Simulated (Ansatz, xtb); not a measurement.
BFH2Si2+: which of two structures lies lower

Structure a: a doublet given by its coordinates. Structure b: a doublet given by its coordinates. Both are isolated ions in the gas phase, relaxed with B3LYP-D3(BJ)/def2-SVP.

a (Å):

```yaml
atoms:
  - { symbol: B, position_ang: [-0.6191, 1.3134, -0.2247] }
  - { symbol: F, position_ang: [-0.2362, -1.1096, 1.6001] }
  - { symbol: Si, position_ang: [-0.9873, -0.4923, 0.3383] }
  - { symbol: Si, position_ang: [-0.5150, 2.2507, -1.9299] }
  - { symbol: H, position_ang: [-0.3225, 2.0936, 0.6579] }
  - { symbol: H, position_ang: [-1.8474, -1.5297, -0.2676] }
```

Close contacts (Å): B1–Si3 1.93, B1–Si4 1.95, F2–Si3 1.59, B1–H5 1.21, Si3–H6 1.48.

b (Å):

```yaml
atoms:
  - { symbol: B, position_ang: [-0.3532, 0.4125, 0.5351] }
  - { symbol: F, position_ang: [0.2058, -2.5728, 0.7533] }
  - { symbol: Si, position_ang: [0.7363, -1.0969, 1.0624] }
  - { symbol: Si, position_ang: [-2.0924, 0.3716, -0.3688] }
  - { symbol: H, position_ang: [2.0481, -1.1863, 1.7374] }
  - { symbol: H, position_ang: [0.1151, 1.4945, 0.8054] }
```

Close contacts (Å): B1–Si3 1.93, B1–Si4 1.96, F2–Si3 1.60, B1–H6 1.21, Si3–H5 1.48.

Task: Which of the two would you expect CCSD(T)/def2-SVP electronic energies to favour?

Result: Structure b; the calculation gives E(b) − E(a) = −1.58 kcal/mol.

The same difference at several levels:

| level | geometry | E(b) − E(a) (kcal/mol) | departure from the last row (kcal/mol) | job, with rough time for the two |
| --- | --- | --- | --- | --- |
| B3LYP-D3(BJ)/def2-SVP | B3LYP-D3(BJ)/def2-SVP | −1.35 | +0.23 | optimisation, 2.4 min |
| HF/def2-SVP | B3LYP-D3(BJ)/def2-SVP | −2.53 | −0.96 | part of the CCSD(T) run |
| MP2/def2-SVP | B3LYP-D3(BJ)/def2-SVP | −0.98 | +0.59 | part of the CCSD(T) run |
| CCSD(T)/def2-SVP | B3LYP-D3(BJ)/def2-SVP | −1.58 |  | single point, 20 s |

None of the levels shown reverses the order. The largest departure from CCSD(T)/def2-SVP is that of HF/def2-SVP, 0.96 kcal/mol. Levels run at GFN2-xTB geometries aren't shown.

With harmonic frequencies from B3LYP-D3(BJ)/def2-SVP (ideal gas, rigid rotor, one conformer each, 298.15 K, 1 atm): on the last row, ΔE + ΔZPE = −1.49 kcal/mol. A mode under 50 cm⁻¹ makes harmonic enthalpies and free energies unreliable, so none is given.

Open shells are spin-unrestricted, with notable spin contamination under HF/def2-SVP, MP2/def2-SVP, CCSD(T)/def2-SVP. The correlated steps freeze 12 core orbitals. Programs: Ansatz 0.2.0; the last row on 1 thread of Intel(R) Xeon(R) 6975P-C (Granite Rapids) on a shared host.
